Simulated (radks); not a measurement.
Problem. The mean radii <r> (bohr) of the occupied orbitals of an atom or ion are listed with their occupations. All-electron calculation, scalar-relativistic Kohn-Sham, PBE, spin-polarised, spherical densities, finite nucleus; Fermi nuclear charge, rms radius of each element as measured or else 0.836 A^(1/3) + 0.57 fm. Program: a radial shooting solver on a logarithmic mesh with Libxc functionals.

orbital  occ.      <r>
1s down     1  0.03344
1s up       1  0.03344
2s up       1   0.1457
2s down     1   0.1457
2p up       3   0.1270
2p down     3   0.1269
3s up       1   0.4026
3s down     1   0.4025
3p up       3   0.4029
3p down     3   0.4028
3d up       5   0.3839
3d down     5   0.3838
4s up       1    1.005
4s down     1    1.001
4p up       3    1.096
4p down     3    1.092
4d up       4    1.364

Name the element and its charge. Open shells, if any, are filled with parallel spins first.

Solution. Z = 44, ruthenium, charge +4: Ru4+ in [Kr] 4d4. The 1s radius gives Z: for a bare nucleus <r> = (2 gamma + 1)/(2Z) with gamma = sqrt(1 - (Z/c)^2), 0.03289 bohr for Z = 44, and screening makes it slightly larger (0.03344 here). The occupations add up to 40, and the charge is Z minus that.
